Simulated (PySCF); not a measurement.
C₃H₆FNSi, SMILES C#C[C@H](N)[SiH2]F.

Geometry: PBE-D3(BJ)/def2-SVP. The structure was generated by enumeration; whether it is a known compound was not checked. The values are those of a single conformer.

Calculation: TDA-PBE/def2-SVPD (PySCF 2.14.0).

Vertical excitations. Gas-phase values at a fixed geometry.

```
state  energy (eV)  λ (nm)      f                                                               main pairs
-----  -----------  ------  -----  -----------------------------------------------------------------------
S1            4.64     267  0.013                                                           HOMO→LUMO 97 %
S2            5.19     239  0.005                                                         HOMO→LUMO+1 96 %
S3            5.55     223  0.013                                                         HOMO→LUMO+2 91 %
S4            5.77     215  0.009                                                         HOMO→LUMO+3 85 %
S5            5.88     211  0.013                                                         HOMO−1→LUMO 85 %
S6            6.20     200  0.048                                     HOMO−2→LUMO 60 %, HOMO−1→LUMO+1 25 %
S7            6.36     195  0.088                                                         HOMO→LUMO+4 84 %
S8            6.47     192  0.012                                                         HOMO→LUMO+5 90 %
S9            6.54     190  0.022                 HOMO−2→LUMO+1 62 %, HOMO→LUMO+6 22 %, HOMO−1→LUMO+1 11 %
S10           6.58     188  0.033                                     HOMO→LUMO+6 68 %, HOMO−2→LUMO+1 16 %
T1            4.27     290      0                                                           HOMO→LUMO 98 %
T2            4.85     256      0                                                         HOMO→LUMO+1 82 %
T3            5.12     242      0  HOMO−2→LUMO 41 %, HOMO→LUMO+2 21 %, HOMO→LUMO+1 14 %, HOMO−1→LUMO+1 6 %
T4            5.30     234      0                     HOMO→LUMO+2 62 %, HOMO−2→LUMO 19 %, HOMO−1→LUMO 10 %
```
Triplets are in the Tamm–Dancoff approximation.
